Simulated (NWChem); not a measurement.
# CHBF4; SMILES FBC(F)(F)F

```xyz
7

B      0.6728    -1.0748     0.0015
C      0.0164     0.3957     0.0002
F     -1.3172     0.3888    -0.0003
F      0.4202     1.0759    -1.0836
F      0.4194     1.0781     1.0830
F     -0.1195    -2.1143    -0.0004
H      1.8680    -1.2192     0.0040
```
Atoms are numbered in this order, from 1.

Geometry: optimised at PBE0/def2-SVP. B3LYP is NWChem's, with the RPA form of VWN correlation.

 Unshifted, non-relativistic core excitations; the lowest 4 roots alone, so stronger bands may lie above.

Problem. List the first B K-edge excitations from B3LYP/6-311G** (spherical d), restricted-window TDA (NWChem).

Solution. 
```csv
state,energy (eV),dipole oscillator strength,leading excitation (squared amplitude)
S1,181.6,0.0696,1s of atom 1 or its equivalents → LUMO (0.99)
S2,186.3,0.0141,1s of atom 1 or its equivalents → LUMO+1 (0.99)
S3,187.3,0.0104,1s of atom 1 or its equivalents → LUMO+2 (0.99)
S4,188.4,0.0113,1s of atom 1 or its equivalents → LUMO+3 (0.97)
```
